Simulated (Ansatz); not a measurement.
**Nudged elastic band run: CH3SbSi**

Input:

```yaml
crystal:
  periodic: [false, false, false]
  atoms:
    - { symbol: C, position_ang: [-0.507659, -0.978622, -0.172073] }
    - { symbol: Si, position_ang: [0.28718, -0.805965, -1.674515] }
    - { symbol: Sb, position_ang: [-0.334417, 1.019209, 0.7103] }
    - { symbol: H, position_ang: [-1.071341, -1.690752, 0.434793] }
    - { symbol: H, position_ang: [0.401709, 1.609819, -0.757008] }
    - { symbol: H, position_ang: [1.22454, 0.846311, 1.458494] }
basis:
  gaussian: { orbitals: def2-SVP }
hamiltonian:
  xc: b3lyp
  dispersion: d4
neb:
  order_check: false
  images: 5
  f_tol: 0.03
  max_iterations: 60
  initial_path: idpp
  final_atoms:
    - { symbol: C, position_ang: [-0.44234777, -1.01044481, -0.1666322] }
    - { symbol: Si, position_ang: [-0.59408803, -0.37240754, -1.74442244] }
    - { symbol: Sb, position_ang: [0.91748224, 0.40531334, 0.80733754] }
    - { symbol: H, position_ang: [-0.74375412, -1.85249235, 0.46027818] }
    - { symbol: H, position_ang: [1.11527636, 1.25741545, -0.70266674] }
    - { symbol: H, position_ang: [-0.25255668, 1.5726159, 1.34609665] }
```

Command:

```bash
$ ansatz run input.yaml --threads 1 --pin off --max-ram 2048MiB --backend cpu --events-out ev --progress --plain --runs-dir out
```

Output, in part (warnings, iteration lines, the closing report on the highest movable image, with atoms numbered from 0):

```
NEB end point (image 0): max|allowed force component| = 1.007e-2 eV/Å (the criterion of neb.relax_end_points is 1.000e-2)
NEB end point (image 6): max|allowed force component| = 5.233e-3 eV/Å (the criterion of neb.relax_end_points is 1.000e-2)
NEB iter   1: max|band force component| = 1.732e0 eV/Å  barrier→ = 3.6124 eV  barrier← = 3.6125 eV  Δτ_max = 0.1980 Å  (293 SCF iters)
NEB iter   2: max|band force component| = 7.731e-1 eV/Å  barrier→ = 3.3124 eV  barrier← = 3.3124 eV  Δτ_max = 0.1975 Å  (172 SCF iters)
NEB iter   3: max|band force component| = 7.061e-1 eV/Å  barrier→ = 3.0470 eV  barrier← = 3.0470 eV  Δτ_max = 0.1992 Å  (165 SCF iters)
NEB iter   4: max|band force component| = 8.386e-1 eV/Å  barrier→ = 2.8041 eV  barrier← = 2.8041 eV  Δτ_max = 0.1012 Å  (169 SCF iters)
NEB iter   5: max|band force component| = 6.403e-1 eV/Å  barrier→ = 2.6846 eV  barrier← = 2.6847 eV  Δτ_max = 0.0997 Å  (158 SCF iters)
NEB iter   6: max|band force component| = 7.942e-1 eV/Å  barrier→ = 2.5672 eV  barrier← = 2.5673 eV  CI = image 3  Δτ_max = 0.0994 Å  (160 SCF iters)
NEB iter   7: max|band force component| = 3.214e-1 eV/Å  barrier→ = 2.5175 eV  barrier← = 2.5175 eV  CI = image 3  Δτ_max = 0.1970 Å  (160 SCF iters)
NEB iter   8: max|band force component| = 2.241e-1 eV/Å  barrier→ = 2.4546 eV  barrier← = 2.4546 eV  CI = image 3  Δτ_max = 0.0778 Å  (161 SCF iters)
NEB iter   9: max|band force component| = 1.464e-1 eV/Å  barrier→ = 2.4431 eV  barrier← = 2.4432 eV  CI = image 3  Δτ_max = 0.0338 Å  (158 SCF iters)
NEB iter  10: max|band force component| = 1.358e-1 eV/Å  barrier→ = 2.4388 eV  barrier← = 2.4388 eV  CI = image 3  Δτ_max = 0.0258 Å  (153 SCF iters)
NEB iter  11: max|band force component| = 1.527e-1 eV/Å  barrier→ = 2.4342 eV  barrier← = 2.4343 eV  CI = image 3  Δτ_max = 0.0129 Å  (152 SCF iters)
NEB iter  12: max|band force component| = 1.341e-1 eV/Å  barrier→ = 2.4323 eV  barrier← = 2.4323 eV  CI = image 3  Δτ_max = 0.0130 Å  (151 SCF iters)
NEB iter  13: max|band force component| = 1.055e-1 eV/Å  barrier→ = 2.4307 eV  barrier← = 2.4307 eV  CI = image 3  Δτ_max = 0.0259 Å  (154 SCF iters)
NEB iter  14: max|band force component| = 9.874e-2 eV/Å  barrier→ = 2.4292 eV  barrier← = 2.4292 eV  CI = image 3  Δτ_max = 0.0175 Å  (151 SCF iters)
NEB iter  15: max|band force component| = 3.752e-2 eV/Å  barrier→ = 2.4290 eV  barrier← = 2.4291 eV  CI = image 3  Δτ_max = 0.0082 Å  (144 SCF iters)
NEB iter  16: max|band force component| = 2.461e-2 eV/Å  barrier→ = 2.4290 eV  barrier← = 2.4290 eV  CI = image 3  Δτ_max = 0.0000 Å  (282 SCF iters)
Total energy: -15495.68152724 eV, -569.4557927761 hartree
Atom 0 at    -0.746601    -0.623098    -0.399430 Å, force     0.001097     0.000725     0.009415 eV/Å
Atom 1 at    -1.347114    -1.072699    -1.963794 Å, force    -0.001221    -0.003454    -0.008074 eV/Å
Atom 2 at     0.731135     0.587842     0.414626 Å, force     0.004022     0.004803    -0.006399 eV/Å
Atom 3 at    -1.310403    -1.081116     0.434531 Å, force    -0.000836     0.002227     0.001319 eV/Å
Atom 4 at     1.610005     1.635809    -0.529913 Å, force    -0.002755    -0.001679     0.004902 eV/Å
Atom 5 at     1.062990     0.553261     2.043971 Å, force    -0.000307    -0.002621    -0.001164 eV/Å
Dipole moment:     0.032742     0.026051     0.084027 e Å
```

The run converged. Neighbouring images differ by up to 2.1 eV, so the band resolves the path poorly. A vibrational analysis at the climbing image gives 2 clearly imaginary modes (1065i, 74i cm⁻¹): a point of higher order, so a lower path passes nearby.

Final band (atoms are numbered from 1 in the order of the input):

| image | path coordinate (Å) | energy (kcal/mol) | height of Sb3 over the plane of its neighbours (Å) |
| --- | --- | --- | --- |
| 0 | 0.00 | 0.0 | -1.01 |
| 1 | 0.78 | 3.0 | -0.98 |
| 2 | 1.55 | 9.4 | -0.82 |
| 3 | 2.33 | 56.0 | 0.01 |
| 4 | 3.20 | 7.4 | 0.90 |
| 5 | 4.08 | 3.4 | 0.99 |
| 6 | 4.95 | 0.0 | 1.01 |

Time of the run: 2.3 min on 1 thread of Intel(R) Xeon(R) 6975P-C (Granite Rapids), on a shared host, peak memory 0.24 GiB.
